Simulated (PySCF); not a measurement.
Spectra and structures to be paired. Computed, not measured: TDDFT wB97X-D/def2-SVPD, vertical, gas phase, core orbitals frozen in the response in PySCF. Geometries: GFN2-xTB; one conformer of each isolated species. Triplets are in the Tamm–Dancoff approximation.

A. `COC[C@@]1(C#N)CO1`
B. `C=CCNC(=O)C=O`
C. `C=CCF`

Lowest singlet levels (six at most, fewer where fewer were computed) with oscillator strengths:

1. 365 nm (f 0.000); 246 nm (f 0.013); 244 nm (f 0.071); 191 nm (f 0.008); 172 nm (f 0.172); 164 nm (f 0.077); T1 2.89 eV
2. 162 nm (f 0.032); 161 nm (f 0.432); 150 nm (f 0.001); 146 nm (f 0.011); 140 nm (f 0.023); 132 nm (f 0.001); T1 4.66 eV
3. 174 nm (f 0.009); 167 nm (f 0.003); 161 nm (f 0.007); 158 nm (f 0.019); 157 nm (f 0.010); 154 nm (f 0.024); T1 6.21 eV

Question: Match each spectrum to its molecule.

Answer: 1 = B, 2 = C, 3 = A.
- A: S1 at 7.14 eV, HOMO→LUMO (65%), HOMO-1→LUMO (17%); Löwdin shares by element: HOMO oxygen 55% or more, carbon 23% or more (atoms not listed hold the other 22%); LUMO carbon 37% or more, nitrogen 28%, oxygen 13% or more (atoms not listed hold the other 22%); HOMO -9.99 and LUMO 1.70 eV.
- B: S1 at 3.40 eV, HOMO→LUMO (69%), HOMO-1→LUMO (22%); Löwdin shares by element: HOMO oxygen 50%, carbon 18% or more (atoms not listed hold the other 33%); LUMO carbon 47% or more, oxygen 41%; HOMO -9.52 and LUMO -0.56 eV.
- C: S1 at 7.64 eV, HOMO→LUMO+1 (90%); Löwdin shares by element: HOMO carbon 83% (atoms not listed hold the other 17%); LUMO carbon 70% or more, hydrogen 13% or more (atoms not listed hold the other 17%); HOMO -9.65 and LUMO 2.00 eV; point group Cs.
